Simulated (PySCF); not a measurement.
## Relaxation of singlet GeI₂

All numbers come from PBE0 in PySCF with Ge def2-SVP, I def2-SVP with ECP28; scalar-relativistic core potentials, no spin–orbit coupling; density-fitted integrals. A (50,194) grid was used.

A hand-made bent start, of C2v symmetry, held to at least that symmetry:

Coordinates in bohr (charge 0 multiplicity 1):
```
Ge    0.0000    0.0000   -2.1322
I     3.9318    0.0000    0.6210
I    -3.9318    0.0000    0.6210
```

Optimiser trace:
| step | E − E(last) (kJ/mol) | largest gradient (Eh/bohr) |
| --- | --- | --- |
| 0 | 3.74 | 0.01129 |
| 1 | 0.75 | 0.00208 |
| 2 | 0.13 | 0.00192 |
| 3 | 0.03 | 0.00117 |
| 4 | 0.00 | 0.00001 |

It ends at C2v with Ge–I 2.561 Å (×2); I–Ge–I 102.4° (after a last refinement on a finer grid). A frequency run shows a minimum. Other isomers or separated fragments may lie lower.

Final geometry:
```xyz
3
charge 0 multiplicity 1, angstrom
Ge    0.0000    0.0000   -1.2422
I     1.9954    0.0000    0.3631
I    -1.9954    0.0000    0.3631
```

The relaxation took of the order of 28 core-seconds on a shared host.
